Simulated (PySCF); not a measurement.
A side-by-side comparison of computed properties.

First species: tetrahydro-4H-pyran-4-one, C₅H₈O₂.
Bonds: O1–C2 (double), C2–C3, C3–C4, C4–O5, O5–C6, C6–C7, C2–C7. Hydrogens: H8, H9 on C3; H10, H11 on C4; H12, H13 on C6; H14, H15 on C7.

Second species: C2H11FSi3.
SMILES: `C[Si]([SiH3])([SiH3])CF`

Levels: CAM-B3LYP/def2-SVPD for HOMO energy, LUMO energy, HOMO–LUMO gap and static isotropic polarisability; TDDFT CAM-B3LYP/def2-SVPD for lowest singlet excitation; TDA CAM-B3LYP/def2-SVPD for lowest triplet excitation (Tamm–Dancoff). Geometries: GFN2-xTB. Each structure is a single optimised conformer of the isolated species, non-relativistic unless stated. Electronic properties by PySCF.

Dipoles, sizes and rotational constants follow the conformer. The torsions of the flexible species, by atom-mapped SMILES:
- `[CH3:1][Si:2]([SiH3:3])([SiH3:4])[CH2:5][F:6]`: C1–Si2–C5–F6 179°

The conformers of `O=C1CCOCC1` aren't listed.

Values for the first species:

* HOMO energy: -8.76 eV
* LUMO energy: 0.39 eV
* HOMO–LUMO gap: 9.15 eV
* Lowest singlet excitation: 4.37 eV
* Lowest triplet excitation (Tamm–Dancoff): 3.81 eV
* Static isotropic polarisability: 63.3 au

(1) Estimate the same properties for the second species, and the change in each.

## Answers

(1) 
```tsv
property	first	second	second less first
HOMO energy	-8.76 eV	-9.30 eV	-0.54 eV
LUMO energy	0.39 eV	0.37 eV	-0.02 eV
HOMO–LUMO gap	9.15 eV	9.67 eV	+0.52 eV
lowest singlet excitation	4.37 eV	6.33 eV	+1.96 eV
lowest triplet excitation (Tamm–Dancoff)	3.81 eV	5.71 eV	+1.90 eV
static isotropic polarisability	63.3 au	113.2 au	+49.9 au
```

On the first: In wavenumbers S1 is 35200 cm⁻¹ (1 eV = 8065.54 cm⁻¹). The polarisability is 9.38 Å³ as a volume (1 au = 0.148185 Å³), or 1.17 au for each of the 54 electrons.

On the second: The polarisability is 16.78 Å³ as a volume (1 au = 0.148185 Å³), or 1.53 au for each of the 74 electrons. The principal polarisabilities are 103.2, 109.6 and 126.9 au; their mean is the isotropic value.
